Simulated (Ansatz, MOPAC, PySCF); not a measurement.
Isomers of CH6OSi: 1 is C[SiH2]O, 2 is CO[SiH3]; one conformer of each (the lowest of an xTB search), B3LYP-D3(BJ)/def2-TZVP minima.
Isomer 1 (charge 0, multiplicity 1):
```xyz
9

C     -1.235    -0.195     0.048
Si     0.525     0.406     0.030
O      1.479    -0.922    -0.238
H     -1.922     0.637     0.221
H     -1.385    -0.931     0.840
H     -1.496    -0.660    -0.904
H      0.878     1.050     1.322
H      0.727     1.418    -1.040
H      2.430    -0.802    -0.280
```
Isomer 2 (charge 0, multiplicity 1, Z-matrix in Å and degrees):
```
O
C 1 1.4183
H 2 1.0897 1 108.08
H 2 1.0949 3 108.68 1 -120.90
H 2 1.0949 3 108.67 4 -118.17
Si 1 1.6455 2 123.35 3 179.48
H 6 1.4759 1 106.49 2 -179.98
H 6 1.4858 7 110.33 1 -120.44
H 6 1.4858 7 110.32 8 -119.09
```

No zero-point or thermal terms.

The state that AM1 reach isn't checked.

Codes used: Ansatz (a program for electronic structure); MOPAC for AM1 (differences of heats of formation); PySCF for the dispersion terms. 

Estimate the electronic energy of isomer 2 less that of isomer 1 that AM1 returns for this input.

21.4 kcal/mol

What electronic energy of isomer 2 less that of isomer 1 does revPBE-D3(BJ)/def2-TZVPP give?

24.3 kcal/mol

What is the computed electronic energy of isomer 2 less that of isomer 1 (r2SCAN-D3(BJ)/def2-TZVPP)?

25.3 kcal/mol
